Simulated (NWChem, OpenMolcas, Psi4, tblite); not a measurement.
**A ladder of methods for GaF (SMILES [F][Ga])**

The species is GaF (2 atoms), meant as a singlet with charge 0. SMILES: `[F][Ga]`. The shape is that of a PBE0-D4/def2-TZVP optimisation.

```xyz
2

F     0.0000    0.0000    0.0063
Ga    0.0000    0.0000    1.7929
```

Each level gives the dipole moment (D). The values are calculated.

```tsv
level	kind	program	value (D)	CPU time
GFN2-xTB	semi-empirical	tblite	3.52	under 2 s
HF/def2-TZVPPD	Hartree–Fock	NWChem	2.33	71 s
SVWN5/def2-TZVPPD	LDA	OpenMolcas	2.27	13 s
BLYP/def2-TZVPPD	GGA	Psi4	2.29	12 s
PBE/def2-TZVPPD	GGA	NWChem	2.21	41 s
revPBE/def2-TZVPPD	GGA	Psi4	2.17	14 s
r2SCAN/def2-TZVPPD	meta-GGA	NWChem	2.16	46 s
TPSSh/def2-TZVPPD	hybrid meta-GGA	Psi4	2.19	41 s
CAM-B3LYP/def2-TZVPPD	range-separated hybrid	Psi4	2.41	43 s
```

All-electron rows without a relativistic Hamiltonian named are non-relativistic. The values span 2.16 to 3.52 D. Magnitudes only. CPU times are rough (shared hosts, several kinds of processor): they show what a rung costs within a factor of a few.
